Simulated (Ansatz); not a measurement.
Total energies of GeH3I, SMILES `[GeH3][I]`.

Cartesian coordinates in Å:
```
Ge 0.012 0.212 -0.076
I -0.124 -2.151 0.770
H -0.788 1.094 0.887
H -0.592 0.234 -1.484
H 1.491 0.611 -0.098
```

The species carries charge 0 and has multiplicity 1. Correlated methods include outer-core shells of Ge, I, which these sets cover unevenly. Scalar relativity is left out up to krypton. I takes the def2 core potential. The geometry is a stationary point of PBE0-D4/def2-TZVP. Basis def2-TZVPP, the Gaussian-basis code of Ansatz.

RPA on PBE orbitals: Hartree–Fock energy of these orbitals -2373.76975 Eh, correlation -1.05357 Eh (frozen core).

| functional | energy without D4 (Eh) | D4 term (kJ/mol) |
| --- | --- | --- |
| LDA (SPW92) | -2372.93399 | – |
| revPBE | -2376.42244 | -21.0 |
| BLYP | -2376.53411 | -18.5 |
| r2SCAN | -2376.64816 | -1.8 |
| B97M-V | -2376.14058 | – |
| PBE0 | -2376.29164 | -7.4 |
| r2SCANh | -2376.63070 | -2.0 |
| LC-ωPBE | -2376.30973 | – |
| ωB97M-V | -2376.39628 | – |
| PBE-QIDH | -2375.81302 | – |

Question: Give the same for PBE, B3LYP, r2SCAN0, HSE06 (plane-wave form), BHLYP, CAM-B3LYP, ωB97X-V, B2PLYP. (Best estimate.)

Answer: The calculation gave: 
| functional | energy without D4 (Eh) | D4 term (kJ/mol) |
| --- | --- | --- |
| PBE | -2376.20615 | -8.7 |
| B3LYP | -2376.68930 | -14.4 |
| r2SCAN0 | -2376.60545 | -2.3 |
| HSE06 (plane-wave form) | -2376.29014 | -7.0 |
| BHLYP | -2376.47392 | -13.8 |
| CAM-B3LYP | -2376.66485 | -7.7 |
| ωB97X-V | -2376.34065 | – |
| B2PLYP | -2376.00269 | – |

B3LYP takes the VWN-RPA correlation (the form of Gaussian; ORCA's B3LYP/G). HSE06 is the plane-wave form, built on full-range PBE exchange. The double hybrids freeze the cores in their second-order part.

LC-ωPBE has ω = 0.4 bohr⁻¹.
